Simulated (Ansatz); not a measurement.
`[OH][Zr]([OH])([F])[SeH]` and `[OH][Zr]([OH])([F])[F]` differ in one atom or group.

Ansatz, PBE0-D4/def2-TZVP geometries, multiplicity 1. Each molecule was computed in one conformer, which needn't be the lowest.

Elements past krypton have def2 core potentials. Scalar relativity is left out up to krypton. Spin–orbit coupling is left out; it splits and shifts lone-pair levels of the heavy atoms by tenths of an eV.

| property | `[OH][Zr]([OH])([F])[SeH]` |
| --- | --- |
| HOMO–LUMO gap (B3LYP/def2-TZVPP) / eV | 5.54 |
| HOMO–LUMO gap (PBE/def2-TZVPP) / eV | 4.02 |
| HOMO energy (PBE/def2-TZVPP) / eV | -5.79 |
| size of the dipole moment (PBE/def2-TZVPP) / D | 3.54 |
| HOMO–LUMO gap (ωB97M-V/def2-TZVPP) / eV | 9.49 |
| ideal-gas entropy at 298 K and 1 bar (rigid rotor, harmonic PBE0-D4/def2-TZVP) / J/(mol·K) | 415 |

Problem. What does the change do to each property? (An estimate is asked.)

Solution. Computed: 
| property | `[OH][Zr]([OH])([F])[F]` | shift |
| --- | --- | --- |
| HOMO–LUMO gap (B3LYP/def2-TZVPP) / eV | 8.62 | 3.08 |
| HOMO–LUMO gap (PBE/def2-TZVPP) / eV | 6.84 | 2.82 |
| HOMO energy (PBE/def2-TZVPP) / eV | -7.88 | -2.09 |
| size of the dipole moment (PBE/def2-TZVPP) / D | 3.29 | -0.25 |
| HOMO–LUMO gap (ωB97M-V/def2-TZVPP) / eV | 12.53 | 3.04 |
| ideal-gas entropy at 298 K and 1 bar (rigid rotor, harmonic PBE0-D4/def2-TZVP) / J/(mol·K) | 368 | -47 |

With PBE0 the HOMO falls by 2.68 eV and the LUMO rises by 0.53 eV, so the gap widens by about 3.21 eV. PBE moves the HOMO by -2.09 eV and ωB97M-V by -3.03 eV. The zero-point energy changes by -15.2 kJ/mol with -3 modes. Dipoles are sizes alone; their direction can turn.

B3LYP here is the variant with VWN-RPA as its local correlation; programs differ in this.
